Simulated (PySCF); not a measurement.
A PySCF script (with the pyscf-properties extension) for the NMR shieldings of `CCc1cc(C)cp1[SiH3]`, C7H13PSi, on a GFN2-xTB geometry:

```python
import basis_set_exchange as bse
import numpy as np
from pyscf import gto, dft
from pyscf.prop import nmr

atoms = """
C     0.536575    2.913455    0.855162
C     0.721078    1.976850   -0.338904
C     0.137431    0.630756   -0.050578
C    -1.024154    0.140694   -0.541880
C    -1.381294   -1.162388   -0.057797
C    -2.620326   -1.861286   -0.512359
C    -0.476169   -1.666742    0.814113
P     0.829006   -0.499531    1.175033
Si    2.426019   -1.391241   -0.117760
H    -0.521550    3.039392    1.074133
H     1.020717    2.491707    1.734762
H     0.970002    3.889875    0.649069
H     1.789397    1.884215   -0.556095
H     0.230535    2.400297   -1.219605
H    -1.638768    0.665895   -1.257547
H    -2.693341   -2.848143   -0.061891
H    -3.501452   -1.283043   -0.234534
H    -2.619874   -1.968730   -1.597018
H    -0.560546   -2.617856    1.313267
H     1.978963   -1.747474   -1.465172
H     2.898631   -2.580971    0.589767
H     3.488710   -0.386345   -0.195014
"""
names = dict.fromkeys(["C", "P", "Si", "H"], "pcSseg-1")
basis = {el: gto.basis.parse(bse.get_basis(n, elements=[el], fmt="nwchem")) for el, n in names.items()}
mol = gto.M(atom=atoms, basis=basis, charge=0, verbose=0)
mf = dft.RKS(mol, xc="PBE0")
mf.grids.level = 2
mf.grids.alignment = dft.numint.BLKSIZE   # the property module wants whole blocks of grid points
mf.conv_tol = 1e-9
mf.kernel()

calc = nmr.RKS(mf)   # GIAO
C = mf.mo_coeff
Co = C[:, mf.mo_occ > 0]
resp = mf.gen_response(singlet=True, hermi=2)
def vind(x):   # induced exchange potential for any number of trial vectors
    d = np.einsum("pi,xij,qj->xpq", C, 2 * x.reshape(-1, C.shape[1], Co.shape[1]), Co, optimize=True)
    return np.einsum("xpq,pi,qj->xij", resp(d - d.transpose(0, 2, 1)), C, Co, optimize=True).ravel()
mo1, _ = nmr.rhf.solve_mo1(calc, with_cphf=vind)
sigma = calc.kernel(mo1)
for i, s in enumerate(sigma):   # ppm
    print("%2d %-2s %9.2f" % (i, mol.atom_pure_symbol(i), np.trace(s) / 3))
```

Problem. What are the results?

Solution. 
```
 0 C     162.20
 1 C     156.11
 2 C      15.80
 3 C      44.90
 4 C      30.49
 5 C     164.97
 6 C      53.81
 7 P     403.54
 8 Si    419.85
 9 H      30.62
10 H      30.43
11 H      30.30
12 H      29.10
13 H      28.99
14 H      24.64
15 H      29.38
16 H      29.17
17 H      29.36
18 H      25.28
19 H      28.68
20 H      27.41
21 H      27.45
```

These numbers come from an equivalent density-fitted implementation of the same equations, which agrees with the script to about 0.01 ppm for H and up to a few tenths of a ppm for heavy atoms, so last digits may differ.

Size and cost of the density-fitted run: 232 basis functions, of the order of 2.3 core-minutes.
